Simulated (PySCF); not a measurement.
# Relaxation of doublet H₂WN

Method: UPBE0/[W def2-TZVP with ECP60, N def2-TZVP, H def2-TZVP], scalar-relativistic core potentials, density fitting, no spin–orbit coupling, PySCF. A (50,194) grid was used.

A hand-made trigonal planar start, of C2v symmetry, held to at least that symmetry:

```xyz
4
charge 0 multiplicity 2, angstrom
W     0.0000    0.0000    0.1175
N     0.0000    0.0000   -1.6824
H    -1.4636    0.0000    0.9625
H     1.4636    0.0000    0.9625
```

What does it relax to?

It ends at C2v with W–H 1.785 Å (×2), W–N 1.653 Å; H–W–H 137.8°, H–W–N 111.1° (×2). A frequency run shows 1 imaginary mode, down to 967i cm⁻¹, so it is a saddle point. Other isomers or separated fragments may lie lower.

How much energy is released, and in how many steps?

70.9 kJ/mol in 7 steps.

Open d and f shells are described by one determinant, and the ground state may have another occupation or spin. No spin–orbit coupling is included, which matters more the heavier the element.

The relaxation took 15 s on 2 threads of a shared Arm Neoverse V1 host, with 83 basis functions and 8 gradients; the process peaked at 0.62 GiB.
